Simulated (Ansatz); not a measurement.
Relaxation of H₆NPSSi (10 atoms, charge 0, multiplicity 1), to a largest force component of 0.02 eV/Å in at most 50 steps.

Computed with Ansatz 0.2.0, RKS PBE/def2-mTZVP.

```xyz
10
Properties=species:S:1:pos:R:3
N 0.162 2.286 -0.970
P -0.354 0.696 -1.055
S 0.135 0.273 0.916
Si -0.167 -1.829 0.915
H -0.557 2.851 -0.443
H 0.993 2.431 -0.472
H 0.816 0.165 -1.704
H 0.637 -2.475 -0.126
H 0.095 -2.385 2.293
H -1.676 -2.065 0.648
```

Problem. Where does it end, and by what steps?

Solution. The run converged. After 22 steps the energy has fallen by 0.609 eV; S3 moved furthest, 1.32 Å.

```json
{"step": "0", "energy less start (eV)": "0.0000", "largest force component (eV/Å)": "2.401", "accepted": "yes"}
{"step": "1", "energy less start (eV)": "-0.4155", "largest force component (eV/Å)": "0.740", "accepted": "yes"}
{"step": "2", "energy less start (eV)": "-0.4692", "largest force component (eV/Å)": "0.380", "accepted": "yes"}
{"step": "3", "energy less start (eV)": "-0.4795", "largest force component (eV/Å)": "0.234", "accepted": "yes"}
{"step": "4", "energy less start (eV)": "-0.4723", "largest force component (eV/Å)": "0.308", "accepted": "no"}
{"step": "5", "energy less start (eV)": "-0.4874", "largest force component (eV/Å)": "0.080", "accepted": "yes"}
{"step": "6", "energy less start (eV)": "-0.4909", "largest force component (eV/Å)": "0.204", "accepted": "yes"}
{"step": "7", "energy less start (eV)": "-0.5118", "largest force component (eV/Å)": "0.106", "accepted": "yes"}
{"step": "8", "energy less start (eV)": "-0.5198", "largest force component (eV/Å)": "0.400", "accepted": "yes"}
{"step": "9", "energy less start (eV)": "-0.5329", "largest force component (eV/Å)": "0.345", "accepted": "yes"}
{"step": "10", "energy less start (eV)": "-0.5584", "largest force component (eV/Å)": "0.157", "accepted": "yes"}
{"step": "11", "energy less start (eV)": "-0.5667", "largest force component (eV/Å)": "0.177", "accepted": "yes"}
{"step": "12", "energy less start (eV)": "-0.5767", "largest force component (eV/Å)": "0.346", "accepted": "yes"}
{"step": "13", "energy less start (eV)": "-0.5426", "largest force component (eV/Å)": "0.573", "accepted": "no"}
{"step": "14", "energy less start (eV)": "-0.5942", "largest force component (eV/Å)": "0.176", "accepted": "yes"}
{"step": "15", "energy less start (eV)": "-0.6005", "largest force component (eV/Å)": "0.116", "accepted": "yes"}
{"step": "16", "energy less start (eV)": "-0.6046", "largest force component (eV/Å)": "0.132", "accepted": "yes"}
{"step": "17", "energy less start (eV)": "-0.6068", "largest force component (eV/Å)": "0.119", "accepted": "yes"}
{"step": "18", "energy less start (eV)": "-0.6059", "largest force component (eV/Å)": "0.181", "accepted": "no"}
{"step": "19", "energy less start (eV)": "-0.6084", "largest force component (eV/Å)": "0.044", "accepted": "yes"}
{"step": "20", "energy less start (eV)": "-0.6089", "largest force component (eV/Å)": "0.027", "accepted": "yes"}
{"step": "21", "energy less start (eV)": "-0.6092", "largest force component (eV/Å)": "0.027", "accepted": "yes"}
{"step": "22", "energy less start (eV)": "-0.6093", "largest force component (eV/Å)": "0.016", "accepted": "yes"}
```

```xyz
10
Properties=species:S:1:pos:R:3
N -0.203 2.071 -0.903
P 0.480 0.538 -1.262
S 1.268 -0.341 0.611
Si -0.310 -1.773 0.951
H -1.193 2.042 -0.660
H 0.300 2.712 -0.285
H 1.775 1.036 -1.617
H -0.345 -2.834 -0.103
H -0.036 -2.396 2.282
H -1.652 -1.106 0.988
```

Whether the end is a true minimum wasn't checked by a vibrational analysis.

Run time: 50 s on 2 threads of Arm Neoverse V1 (shared host), peak memory 0.15 GiB.
